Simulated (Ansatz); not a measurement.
Energy needed to pull apart CH4SiTe (SMILES C=[SiH][TeH]), closed shell, into free ground-state atoms, from the structure below (displaced at random from a GFN2-xTB minimum); no zero-point or spin–orbit terms; open-shell atoms are treated unrestricted, in their ground-state multiplicity.

C1  (-1.231, 0.572, -0.369)
Si2  (0.228, 0.282, 0.513)
Te3  (1.365, -1.928, 0.679)
H4  (-1.618, -0.268, -1.003)
H5  (-1.727, 1.534, -0.439)
H6  (0.879, 1.277, 1.336)
H7  (2.176, -1.556, -0.664)
(Å)

Ansatz 0.2.0; basis: def2-TZVPP; cores frozen in the correlated methods. Filled d shells of the heavier atoms are correlated. Core potentials replace the inner electrons of the atoms past krypton. The def2 sets are not built for correlating such inner shells, so the correlated values are less sure here.

| method | atomization energy (kJ/mol) |
| --- | --- |
| PBE-D4 | 2138 |
| r2SCAN-D4 | 2108 |
| PBE0-D4 | ? |
| r2SCANh-D4 | 2093 |
| HSE06-D4 | 2100 |
| wB97M-V | 2094 |
| HF | 1467 |
| MP2 | ? |
| CCSD | 2007 |
| CCSD(T) | 2050 |

Problem. What does PBE0-D4 give? (Judge from chemistry; the value comes from the calculation.)

Solution. By the calculation: 2099 kJ/mol, which is about 49 kJ/mol more than CCSD(T)/def2-TZVPP.

Problem. What does MP2 give? (To be estimated.)

Solution. Computed: 2058 kJ/mol, which is about 8 kJ/mol more than CCSD(T)/def2-TZVPP.

In triple zeta the MP2 and coupled-cluster atomization energies are still short of their basis limit by a few kcal/mol a bond, whereas those of the functionals are nearly converged, so these differences are not deviations from converged CCSD(T).

No T1 diagnostic of these runs exceeds 0.013. The restricted Hartree–Fock reference is unstable towards an unrestricted one here.

For scale, one of the runs: CCSD(T)/def2-TZVPP forces, 179 basis functions (an equivalent command: `ansatz run in.yaml --threads 4`). The run took 3.8 min on 4 CPU threads (shared host), with 3.4 GiB of host memory at its peak.
